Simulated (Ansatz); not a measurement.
The same path of BFH2O + H4Si (10 atoms, charge 0, multiplicity 1) was run twice with different band settings. Lost on the way: Si6–H10. Made: B1–Si6, O2–H10.

The calculation used RKS PBE0/6-31G* in Ansatz.

Relaxed end points:

```xyz
10
Properties=species:S:1:pos:R:3
B -0.037 -0.788 0.016
O -0.080 -1.351 1.242
H -0.968 -1.309 1.617
F 1.126 -0.773 -0.616
H -0.998 -0.309 -0.522
Si 0.139 3.059 1.173
H 0.905 3.892 2.138
H 0.866 2.991 -0.123
H -1.208 3.656 0.958
H -0.020 1.686 1.725
```

```xyz
10
Properties=species:S:1:pos:R:3
B 0.148 0.397 0.041
O -0.372 -0.411 1.540
H -1.214 -0.037 1.844
F 1.394 -0.139 -0.095
H -0.717 -0.024 -0.692
Si 0.078 2.386 0.552
H 0.994 2.707 1.700
H 0.421 3.331 -0.552
H -1.292 2.772 1.039
H 0.285 -0.227 2.231
```

Common settings: climbing image yes; spring 5.0 eV/Å²; optimiser quadratic models (default); start path through a guess of the saddle point; force threshold 0.05 eV/Å; end points relaxed.

| run | movable images | iteration limit |
| --- | --- | --- |
| 1 | 7 | 51 |
| 2 | 3 | 60 |

What does each run give, and how far can it be trusted?

Run 1: converged after 23 iterations, highest image 2.469 eV above the first end. Neighbouring images differ by up to 2.0 eV, so the band resolves the path poorly. A vibrational analysis at the climbing image gives one clearly imaginary mode, 1363i cm⁻¹: a first-order saddle point.
Run 2: converged after 27 iterations, highest image 2.469 eV above the first end. Neighbouring images differ by up to 2.4 eV, so the band resolves the path poorly. Another band between the same ends (7 images) ends at a top of the same energy, where a vibrational analysis finds 1 clearly imaginary mode. So few images can step over the top or miss a turn of the path.
The orbitals stay closed-shell, which can raise the energy where a bond breaks towards radicals; this wasn't checked here.
